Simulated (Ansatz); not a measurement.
`CCSS` + `[OH][AlH][Cl]` → `C[O][AlH][Cl]` + `CSS`  (substitution at a C–C bond)

Calculated with Ansatz (gas phase, PBE0-D4/def2-TZVP geometries, no zero-point term in ΔE). CCSD(T)/CBS is the MP2 limit (def2-TZVPP, def2-QZVPP) plus CCSD(T) − MP2 in def2-TZVPP, frozen cores. This one scheme is used for every species. DFT in def2-TZVPP. HSE06 is defined as in plane-wave codes. Each species was taken in one conformer, which may not be the lowest.

```csv
level,ΔE (kJ/mol),difference from CCSD(T)/CBS
r2SCANh-D4,62.7,-4.6
HSE06-D4,62.8,-4.5
BHLYP-D4,56.5,-10.8
CAM-B3LYP-D4,56.8,-10.5
r2SCAN0,62.7,-4.6
CCSD/def2-SVP,56.9,-10.4
CCSD/def2-TZVPP,62.7,-4.6
CCSD(T)/def2-TZVPP,64.7,-2.6
MP2/def2-QZVPP,72.8,5.5
MP2/CBS(def2),74.1,6.8
CCSD(T)/CBS,67.3,0
```

Problem. What do rigid-rotor, harmonic-oscillator terms from PBE0-D4/def2-TZVP frequencies (298.15 K, 1 bar) make of the CCSD(T)/CBS value? (Estimate.)

Solution. The calculation gave: ΔZPE = -0.6 kJ/mol, ΔH = +68.1 kJ/mol, ΔS = 16 J/(mol·K), ΔG = +63.3 kJ/mol.

Largest T1 diagnostic among the species: 0.011.

In def2-TZVPP, CCSD(T) changes the Hartree–Fock value by +16.5 kJ/mol (the triples alone add +2.0 kJ/mol) and MP2 by +23.3 kJ/mol. Leaving LDA and LC-ωPBE aside and taking each functional with its dispersion term where it has one, the values, not all of them listed here, spread over 10.4 kJ/mol, from BLYP-D4 to PBE-QIDH. LDA lies +6.9 kJ/mol from PBE without D4.
